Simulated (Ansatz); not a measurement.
Job for Ansatz (a program for electronic structure): U-PBE/cc-pV(T+d)Z on FHSi (SMILES F[SiH]), a point of a bond scan (R = 3.240 Å). Files ending in .json are basis or fitting sets from the Basis Set Exchange.

Ansatz 0.2 input:
```yaml
crystal:
  periodic: [false, false, false]
  atoms:
    - {symbol: Si, position_ang: [-0.20727404, -0.34538525, 0.44957300]}
    - {symbol: H, position_ang: [-1.00310898, -1.19489806, -0.55576776]}
    - {symbol: F, position_ang: [1.07503972, 1.68545005, -1.72474062]}
basis:
  gaussian:
    orbitals: cc-pV_T+d_Z.json
hamiltonian:
  xc: {name: PBE}
magnetization: {spin_polarized: true, initial_magnetization: 0}
```

Give the final energy of this run.

-389.5647 hartree. Its determinant has ⟨S²⟩ = 0.24, a mixture of spin states.

How many basis functions does it have, and what does it roughly cost on one machine?

83 functions; about 11 core-seconds (a rough figure).
